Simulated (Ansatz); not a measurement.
Cs₃ (the lowest doublet isomer of a short search), 3 atoms. Hardware: 4 threads of Arm Neoverse V2 on a shared host.

In the def2 sets Cs takes a core potential; there is no spin–orbit coupling. Correlated methods freeze no core orbitals; core or outer-core shells of Cs are correlated, in sets that lack core-valence functions. In CCSD on the charge 0 doublet the largest single amplitude is 0.24, so its Hartree–Fock determinant may place the open shell otherwise than the density functionals do.

Question: How many basis functions does each of these Ansatz runs have, and roughly what does it cost? CCSD(T)/def2-TZVPP, charge 0 doublet, energy, from earlier orbitals; r2SCAN/def2-TZVP, charge 1 triplet at the geometry of the charge 0 doublet, energy, from earlier orbitals; PBE0/def2-TZVP, charge 1 singlet at the geometry of the charge 0 doublet, energy; r2SCANh/def2-TZVP, charge 0 doublet, energy, from earlier orbitals; LC-ωPBE (ω = 0.10 bohr⁻¹)/def2-TZVP, charge 0 quartet, energy, from earlier orbitals; PBE/def2-TZVP, charge 0 doublet, energy, from earlier orbitals; r2SCAN/def2-TZVP, charge 1 singlet at the geometry of the charge 0 doublet, energy, from earlier orbitals; LC-ωPBE (ω = 0.15 bohr⁻¹)/def2-TZVP, charge 0 quartet, energy, from earlier orbitals; PBE/def2-TZVPD, charge -1 singlet at the geometry of the charge 0 doublet, energy, from earlier orbitals; LC-ωPBE (ω = 0.15 bohr⁻¹)/def2-TZVP, charge 0 doublet, energy, from earlier orbitals; r2SCAN/def2-TZVP, charge 0 doublet, energy, from earlier orbitals; CCSD(T)/def2-TZVPP, charge 1 singlet at the geometry of the charge 0 doublet, energy, from earlier orbitals.

Answer: Other jobs shared the machine, so times can vary by a factor of up to 3. A dash marks memory too small to be measured apart from the calling script's.

```json
{"run": "PBE0/def2-TZVP, charge 1 singlet at the geometry of the charge 0 doublet, energy", "functions": "87", "fitting or Cholesky vectors": "954", "wall time": "1.2 s", "peak host memory (GiB)": "–"}
{"run": "PBE/def2-TZVPD, charge -1 singlet at the geometry of the charge 0 doublet, energy, from earlier orbitals", "functions": "96", "fitting or Cholesky vectors": "927", "wall time": "1.4 s", "peak host memory (GiB)": "–"}
{"run": "r2SCAN/def2-TZVP, charge 1 singlet at the geometry of the charge 0 doublet, energy, from earlier orbitals", "functions": "87", "fitting or Cholesky vectors": "954", "wall time": "2.2 s", "peak host memory (GiB)": "–"}
{"run": "PBE/def2-TZVP, charge 0 doublet, energy, from earlier orbitals", "functions": "87", "fitting or Cholesky vectors": "954", "wall time": "2.5 s", "peak host memory (GiB)": "–"}
{"run": "LC-ωPBE (ω = 0.15 bohr⁻¹)/def2-TZVP, charge 0 quartet, energy, from earlier orbitals", "functions": "87", "fitting or Cholesky vectors": "954", "wall time": "3.7 s", "peak host memory (GiB)": "–"}
{"run": "LC-ωPBE (ω = 0.10 bohr⁻¹)/def2-TZVP, charge 0 quartet, energy, from earlier orbitals", "functions": "87", "fitting or Cholesky vectors": "954", "wall time": "3.9 s", "peak host memory (GiB)": "–"}
{"run": "r2SCAN/def2-TZVP, charge 1 triplet at the geometry of the charge 0 doublet, energy, from earlier orbitals", "functions": "87", "fitting or Cholesky vectors": "954", "wall time": "4.6 s", "peak host memory (GiB)": "–"}
{"run": "CCSD(T)/def2-TZVPP, charge 1 singlet at the geometry of the charge 0 doublet, energy, from earlier orbitals", "functions": "108", "fitting or Cholesky vectors": "674", "wall time": "4.7 s", "peak host memory (GiB)": "–"}
{"run": "LC-ωPBE (ω = 0.15 bohr⁻¹)/def2-TZVP, charge 0 doublet, energy, from earlier orbitals", "functions": "87", "fitting or Cholesky vectors": "954", "wall time": "6.5 s", "peak host memory (GiB)": "–"}
{"run": "CCSD(T)/def2-TZVPP, charge 0 doublet, energy, from earlier orbitals", "functions": "108", "fitting or Cholesky vectors": "674", "wall time": "11 s", "peak host memory (GiB)": "0.82"}
{"run": "r2SCANh/def2-TZVP, charge 0 doublet, energy, from earlier orbitals", "functions": "87", "fitting or Cholesky vectors": "954", "wall time": "12 s", "peak host memory (GiB)": "–"}
{"run": "r2SCAN/def2-TZVP, charge 0 doublet, energy, from earlier orbitals", "functions": "87", "fitting or Cholesky vectors": "954", "wall time": "13 s", "peak host memory (GiB)": "–"}
```
